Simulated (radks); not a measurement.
The numbers below are computed, except where a source is named.
Valence configurations of neutral samarium (all share [Xe]). Level of theory: scalar-relativistic Kohn-Sham, r2SCAN, spin-polarised, spherical densities, finite nucleus; open shells are filled with parallel spins first (spin-orbit coupling, left out, can overturn this in heavy ions); meta-GGA in the generalised Kohn-Sham scheme; Fermi nuclear charge, rms radius 5.0819 fm (a radial shooting solver on a logarithmic mesh with Libxc functionals). Energies are relative to 4f6 6s2; eigenvalues in eV for spin up.

[
 {"valence": "4f6 6s2", "E (eV)": "0.000", "moment (Bohr magnetons)": "6", "e(4f)": "-3.926", "e(5d)": "-", "e(6p)": "-", "e(6s)": "-3.783"},
 {"valence": "4f6.5 6s1.5", "E (eV)": "0.334", "moment (Bohr magnetons)": "7", "e(4f)": "-0.827", "e(5d)": "-", "e(6p)": "-", "e(6s)": "-3.455"},
 {"valence": "4f6 6s1.5 6p0.5", "E (eV)": "0.934", "moment (Bohr magnetons)": "7", "e(4f)": "-4.490", "e(5d)": "-", "e(6p)": "-1.763", "e(6s)": "-4.376"},
 {"valence": "4f6 5d1 6s1", "E (eV)": "1.041", "moment (Bohr magnetons)": "8", "e(4f)": "-2.473", "e(5d)": "-1.332", "e(6p)": "-", "e(6s)": "-3.692"},
 {"valence": "4f6 6s1 6p1", "E (eV)": "1.426", "moment (Bohr magnetons)": "8", "e(4f)": "-4.871", "e(5d)": "-", "e(6p)": "-2.087", "e(6s)": "-4.775"},
 {"valence": "4f6 6s0.5 6p1.5", "E (eV)": "2.759", "moment (Bohr magnetons)": "8", "e(4f)": "-5.485", "e(5d)": "-", "e(6p)": "-2.336", "e(6s)": "-4.987"},
 {"valence": "4f6 6p2", "E (eV)": "4.079", "moment (Bohr magnetons)": "8", "e(4f)": "-6.074", "e(5d)": "-", "e(6p)": "-2.551", "e(6s)": "-"},
 {"valence": "4f5 6s2 6p1", "E (eV)": "6.432", "moment (Bohr magnetons)": "6", "e(4f)": "-12.867", "e(5d)": "-", "e(6p)": "-2.517", "e(6s)": "-5.681"},
 {"valence": "4f4 6s2 6p2", "E (eV)": "21.252", "moment (Bohr magnetons)": "6", "e(4f)": "-22.952", "e(5d)": "-", "e(6p)": "-3.589", "e(6s)": "-7.455"}
]

NIST lists [Xe] 4f6 6s2 as the ground configuration; this level of theory agrees among the configurations tried. The energies are those of spherical high-spin densities, not of single terms. No valid solution was reached for [Xe] 4f7 6s1.
